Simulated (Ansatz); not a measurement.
The lowest singlet and triplet of S2 (SMILES S=S); geometries from B3LYP-D3(BJ)/def2-TZVP, each state relaxed from the structure named, with no frequency check, low spin by broken symmetry.
Singlet (charge 0, multiplicity 1):
```xyz
2

S      0.0000     0.0000    -0.9522
S      0.0000     0.0000     0.9522
```
Triplet (charge 0, multiplicity 3):
```xyz
2

S      0.00000     0.00000    -0.95185
S      0.00000     0.00000     0.95185
```

A positive gap puts the triplet lower; no zero-point energy. U- takes an unrestricted singlet (broken symmetry where lower, unprojected). The triplet is unrestricted in single-reference levels. Active spaces average the two states.

Correlated levels freeze the cores.

Codes used: Ansatz (a program for electronic structure) with Gaussian orbitals. Each number belongs to the level named beside it.

What gap E(singlet) − E(triplet), adiabatic does U-PBE/def2-TZVPP (spin-contaminated) give?

20 kJ/mol

What is the computed gap E(singlet) − E(triplet), adiabatic (FIC-MRCISD+Q on SA-CASSCF(12,8)/cc-pV(D+d)Z)?

59 kJ/mol

Give the gap E(singlet) − E(triplet), adiabatic at the level SC-NEVPT2 on SA-CASSCF(12,8)/cc-pV(T+d)Z.

56 kJ/mol
